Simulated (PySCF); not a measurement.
Cl3Tl, SMILES [Cl][Tl]([Cl])[Cl]. Atoms are numbered in the order given.

```xyz
4

Tl     0.0000     0.0000     0.0000
Cl     2.4140     0.0000     0.0000
Cl    -1.2070     2.0906     0.0000
Cl    -1.2070    -2.0906     0.0000
```
Charge 0, spin multiplicity 1.

Coordinates come from a B3LYP-D3(BJ)/def2-SVP optimisation. The def2 effective core potentials stand for the cores of Tl; spin–orbit coupling is left out.

All values below come from PBE/def2-TZVPD (PySCF).

Mulliken values depend strongly on the basis, most of all with diffuse functions as here. ESP charges are fitted to the potential on shells at 1.4 to 2.0 van der Waals radii. Atomic charges (e):

| atom | ESP fit | Mulliken |
|---|---|---|
| Tl1 | ? | 1.02 |
| Cl2 | ? | -0.34 |
| Cl3 | ? | -0.34 |
| Cl4 | ? | -0.34 |

Q: What belongs in the gaps? (Estimate from the structure and the level; the computed values follow.)

A: 
- Tl1, ESP fit: 0.56
- Cl2, ESP fit: -0.19
- Cl3, ESP fit: -0.19
- Cl4, ESP fit: -0.19
